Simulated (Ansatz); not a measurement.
Species: AlHCl2, charge 0, singlet. AlHCl2 (SMILES [AlH]([Cl])[Cl]).
B3LYP-D3(BJ)/def2-TZVP minimum from Ansatz (a program for electronic structure):
```xyz
4

Al    -0.4687    -0.5272     0.1773
H     -1.4719    -1.6557     0.5570
Cl     1.4529    -0.4793     0.9988
Cl    -1.0079     0.9798    -1.1671
```

Total energies in cc-pV(T+d)Z, 18 correlated electrons, 15 frozen orbitals. Radicals and triplets start from unrestricted determinants; spin-orbit coupling is neglected. Cores are frozen in correlated methods. No relativity.

| method | program | energy (Eh) | minus CCSDT(Q) (mEh) |
|---|---|---|---|
| HF | Ansatz | -1161.70198 | 510.32 |
| MP2 | Ansatz | -1162.15038 | 61.92 |
| CCSD | Ansatz | -1162.19069 | 21.61 |
| CCSD(T) | Ansatz | -1162.21030 | 2.00 |
| CCSDT(Q) | Ansatz | -1162.21230 | 0.00 |

Rough core times of Ansatz's runs on a shared machine: CCSD(T) under 20 s, CCSDT(Q) 30 min.
